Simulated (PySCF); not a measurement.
This PySCF input asks for the NMR shieldings of `C=CPCC(C)C`, C$_{6}$H$_{13}$P; the geometry comes from GFN2-xTB.

```python
import basis_set_exchange as bse
import numpy as np
from pyscf import gto, dft
from pyscf.prop import nmr

atoms = """
C     3.480570   -0.305380   -1.275574
C     2.648492   -0.786851   -0.366389
P     1.542788    0.210159    0.673123
C    -0.062555   -0.515516    0.051614
C    -1.288934    0.055041    0.764621
C    -1.414014    1.555403    0.522045
C    -2.549018   -0.668777    0.294071
H     4.153797   -0.940926   -1.828894
H     3.525604    0.748381   -1.501043
H     2.637232   -1.847163   -0.137096
H     1.562036    1.331616   -0.164206
H    -0.140151   -0.364811   -1.028999
H    -0.002783   -1.593415    0.238620
H    -1.168920   -0.112641    1.841147
H    -2.305789    1.947358    1.005877
H    -1.481235    1.764128   -0.544138
H    -0.547990    2.077733    0.925347
H    -2.703079   -0.507849   -0.771295
H    -2.469852   -1.739132    0.471567
H    -3.421348   -0.296681    0.826565
"""
names = dict.fromkeys(["C", "P", "H"], "pcSseg-1")
basis = {el: gto.basis.parse(bse.get_basis(n, elements=[el], fmt="nwchem")) for el, n in names.items()}
mol = gto.M(atom=atoms, basis=basis, charge=0, verbose=0)
mf = dft.RKS(mol, xc="PBE0")
mf.grids.level = 2
mf.grids.alignment = dft.numint.BLKSIZE   # the property module wants whole blocks of grid points
mf.conv_tol = 1e-9
mf.kernel()

calc = nmr.RKS(mf)   # GIAO
C = mf.mo_coeff
Co = C[:, mf.mo_occ > 0]
resp = mf.gen_response(singlet=True, hermi=2)
def vind(x):   # induced exchange potential for any number of trial vectors
    d = np.einsum("pi,xij,qj->xpq", C, 2 * x.reshape(-1, C.shape[1], Co.shape[1]), Co, optimize=True)
    return np.einsum("xpq,pi,qj->xij", resp(d - d.transpose(0, 2, 1)), C, Co, optimize=True).ravel()
mo1, _ = nmr.rhf.solve_mo1(calc, with_cphf=vind)
sigma = calc.kernel(mo1)
for i, s in enumerate(sigma):   # ppm
    w = np.linalg.eigvalsh((s + s.T) / 2)
    print("%2d %-2s iso %8.1f  s11 %8.1f  s22 %8.1f  s33 %8.1f" % (i, mol.atom_pure_symbol(i), w.mean(), *w))
```

Q: What does it print?

A: 
```
 0 C  iso     58.1  s11    -57.0  s22     75.2  s33    156.2
 1 C  iso     40.6  s11    -79.0  s22     39.6  s33    161.0
 2 P  iso    386.7  s11    325.0  s22    367.4  s33    467.9
 3 C  iso    148.8  s11    123.9  s22    142.9  s33    179.6
 4 C  iso    154.5  s11    146.1  s22    154.8  s33    162.5
 5 C  iso    162.5  s11    150.2  s22    153.7  s33    183.5
 6 C  iso    159.1  s11    140.0  s22    149.7  s33    187.6
 7 H  iso     25.9  s11     22.2  s22     24.8  s33     30.7
 8 H  iso     25.7  s11     22.2  s22     24.8  s33     30.2
 9 H  iso     25.3  s11     22.8  s22     24.6  s33     28.7
10 H  iso     27.8  s11     23.2  s22     28.8  s33     31.4
11 H  iso     30.0  s11     25.8  s22     30.9  s33     33.1
12 H  iso     30.2  s11     24.8  s22     30.9  s33     34.9
13 H  iso     30.0  s11     26.7  s22     28.6  s33     34.9
14 H  iso     30.7  s11     26.3  s22     28.1  s33     37.6
15 H  iso     31.2  s11     28.3  s22     29.1  s33     36.4
16 H  iso     30.6  s11     25.1  s22     30.7  s33     35.8
17 H  iso     30.9  s11     27.7  s22     29.0  s33     36.0
18 H  iso     30.5  s11     26.1  s22     28.4  s33     37.1
19 H  iso     30.5  s11     26.0  s22     27.9  s33     37.6
```

These numbers come from an equivalent density-fitted implementation of the same equations, which agrees with the script to about 0.01 ppm for H and up to a few tenths of a ppm for heavy atoms, so last digits may differ.

Size and cost of the density-fitted run: 191 basis functions, 27 s wall time on 1 thread of an Intel Xeon 6975P-C, shared host; peak memory 0.86 GiB.
